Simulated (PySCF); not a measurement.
# Ionisation energy of F⁶⁺ by level of theory

F⁶⁺ [He] 2s1 (2S) → F⁷⁺ 1s2 (1S), as a difference of total energies. Computed with PySCF 2.14 in an uncontracted even-tempered set (20 s from 0.42 bohr⁻², ratio 2.2; 9 p from 0.72 bohr⁻², ratio 2.4; 6 d from 2.2 bohr⁻², ratio 2.4; 5 f from 3.3 bohr⁻², ratio 2.4; 5 g from 4.9 bohr⁻², ratio 2.4), with the spin-free X2C one-electron Hamiltonian (Gaussian nucleus). Correlated levels: nothing frozen; virtual orbitals above 40 to 60 times the deepest correlated orbital energy dropped. The calculations carry no spin-orbit coupling.

Question: Order these methods by the ionisation energy they give, lowest first.
A. PBE
B. PBE0
C. UHF
D. LDA

Answer: D (184.78 eV), C (185.07 eV), B (185.75 eV), A (185.89 eV).

For comparison: 185.19 eV (measured; NIST Atomic Spectra Database, ionization energies).
